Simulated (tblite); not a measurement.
A geometry optimisation, step by step.

C4H9OSi (doublet state).
Numbering: `[CH2:1]=[C:2]([CH:3][CH3:4])[O:5][SiH3:6]` (hydrogens: H7, H8 on C1; H9 on C3; H10, H11, H12 on C4; H13, H14, H15 on Si6)
Bond orders are those of one Lewis drawing.

Computed with GFN2-xTB (tblite), gas phase: L-BFGS steps from a force-field or distance-geometry start until the largest atomic force falls under 0.01 eV/Å. 5 of its 131 geometries are shown.

Step 0: E = -514.7225 eV, largest atomic force 2.996 eV/Å
```
atom  x, y, z in Å  |  force x, y, z in eV/Å
C1     -0.202   -1.571   -1.346   -0.871  -1.041  -0.592
C2      0.149   -0.592   -0.505    2.264   1.644   1.070
C3      1.362    0.172   -0.714   -1.291  -0.574   0.231
C4      1.845    1.184    0.260    0.155  -0.338   0.054
O5     -0.487   -0.340    0.707   -1.086   0.204  -0.868
Si6    -2.096    0.101    0.750    0.243  -0.113   0.314
H7     -1.065   -2.203   -1.156    0.275   0.249  -0.079
H8      0.357   -1.767   -2.248   -0.057   0.082   0.190
H9      1.946   -0.005   -1.611   -0.262  -0.052   0.217
H10     1.114    1.980    0.414   -0.040  -0.117   0.104
H11     2.053    0.705    1.232   -0.240   0.219  -0.229
H12     2.772    1.624   -0.091    0.072   0.099  -0.043
H13    -2.327    1.322   -0.055    0.137  -0.281   0.062
H14    -2.943   -1.004    0.242    0.195   0.248   0.065
H15    -2.483    0.401    2.158    0.506  -0.230  -0.496
```

Step 32: E = -514.9937 eV, largest atomic force 0.052 eV/Å
```
atom  x, y, z in Å  |  force x, y, z in eV/Å
C1     -0.198   -1.572   -1.391    0.011   0.008   0.014
C2      0.212   -0.576   -0.543    0.021   0.001   0.008
C3      1.406    0.121   -0.680    0.013   0.028  -0.011
C4      1.813    1.185    0.270   -0.008  -0.001   0.025
O5     -0.558   -0.245    0.531   -0.004   0.015   0.019
Si6    -2.121    0.119    0.731   -0.009   0.006   0.047
H7     -1.131   -2.073   -1.226   -0.041  -0.028  -0.016
H8      0.411   -1.886   -2.215    0.034   0.020  -0.033
H9      2.053   -0.124   -1.504   -0.001  -0.037  -0.003
H10     1.012    1.916    0.392   -0.010   0.012  -0.009
H11     1.989    0.760    1.261    0.009  -0.012   0.024
H12     2.717    1.692   -0.056   -0.019  -0.018  -0.033
H13    -2.453    1.331   -0.023   -0.015  -0.004  -0.015
H14    -3.032   -0.951    0.318    0.013   0.000  -0.018
H15    -2.126    0.312    2.173    0.005   0.010   0.001
```

Step 65: E = -514.9973 eV, largest atomic force 0.033 eV/Å
```
atom  x, y, z in Å  |  force x, y, z in eV/Å
C1     -0.206   -1.541   -1.407   -0.007  -0.007   0.000
C2      0.206   -0.566   -0.534    0.000  -0.029   0.011
C3      1.420    0.098   -0.652   -0.015  -0.007  -0.013
C4      1.831    1.183    0.271    0.000  -0.003  -0.005
O5     -0.572   -0.222    0.530    0.007   0.023  -0.023
Si6    -2.141    0.111    0.738    0.006  -0.006   0.024
H7     -1.155   -2.027   -1.285    0.018   0.012   0.003
H8      0.419   -1.839   -2.226   -0.016   0.007   0.017
H9      2.085   -0.201   -1.445    0.001   0.018  -0.006
H10     1.014    1.893    0.414   -0.015  -0.016   0.018
H11     2.067    0.777    1.258    0.007   0.007   0.012
H12     2.703    1.710   -0.106    0.019  -0.004   0.000
H13    -2.511    1.278   -0.065   -0.015   0.009   0.002
H14    -3.026   -0.998    0.374   -0.004  -0.023  -0.017
H15    -2.139    0.351    2.173    0.013   0.019  -0.022
```

Step 98: E = -515.0352 eV, largest atomic force 0.050 eV/Å
```
atom  x, y, z in Å  |  force x, y, z in eV/Å
C1     -0.312   -1.312   -1.458   -0.011   0.000   0.023
C2      0.147   -0.363   -0.579    0.011   0.005  -0.020
C3      1.475    0.045   -0.547    0.017   0.008  -0.009
C4      2.014    1.082    0.363    0.042   0.005  -0.026
O5     -0.695    0.224    0.312    0.032  -0.012   0.025
Si6    -2.267    0.046    0.662   -0.011   0.033   0.017
H7     -1.343   -1.612   -1.458    0.017   0.005  -0.029
H8      0.355   -1.774   -2.159    0.009  -0.006  -0.005
H9      2.166   -0.431   -1.224   -0.034   0.010  -0.014
H10     1.222    1.530    0.955   -0.015  -0.027   0.020
H11     2.762    0.647    1.031   -0.028   0.021   0.017
H12     2.521    1.865   -0.208   -0.021  -0.024   0.007
H13    -3.101    0.603   -0.407    0.000  -0.008  -0.004
H14    -2.625   -1.360    0.859   -0.014  -0.006   0.030
H15    -2.325    0.819    1.895    0.006  -0.003  -0.032
```

Step 130: E = -515.0431 eV, largest atomic force 0.008 eV/Å
```
atom  x, y, z in Å  |  force x, y, z in eV/Å
C1     -0.310   -1.300   -1.485   -0.003  -0.002   0.001
C2      0.150   -0.367   -0.589    0.000   0.000  -0.002
C3      1.474    0.056   -0.565   -0.001  -0.002   0.005
C4      2.010    1.054    0.389   -0.003   0.001   0.004
O5     -0.683    0.191    0.328    0.001   0.001   0.000
Si6    -2.260    0.051    0.670    0.004  -0.002  -0.004
H7     -1.336   -1.613   -1.483   -0.001   0.003  -0.002
H8      0.355   -1.735   -2.205   -0.001  -0.001  -0.001
H9      2.154   -0.374   -1.283   -0.001  -0.003  -0.002
H10     1.222    1.421    1.041    0.004  -0.003   0.000
H11     2.802    0.612    0.999   -0.005   0.006  -0.002
H12     2.454    1.895   -0.147    0.003   0.002   0.000
H13    -3.094    0.441   -0.470    0.003   0.000  -0.004
H14    -2.606   -1.317    1.063    0.003  -0.003   0.000
H15    -2.336    0.994    1.775    0.000   0.004   0.006
```

Problem. Summarise the path.

Solution. The energy falls by 7.39 kcal/mol from step 0 to step 130; nine tenths of that is first reached at step 80. It rises by more than 0.2 meV at steps 73, 79, 82 and 85. The largest force goes from 2.996 to 0.008 eV/Å. Among the bonds C2–C3 changes most, from 1.448 to 1.390 Å; the atoms move by 0.635 Å rms after alignment.

What follows is the cost of the whole relaxation. The run took 0.58 s of wall time on Arm Neoverse V2, one thread, shared host with 96 logical CPUs at a one-minute load of 65.
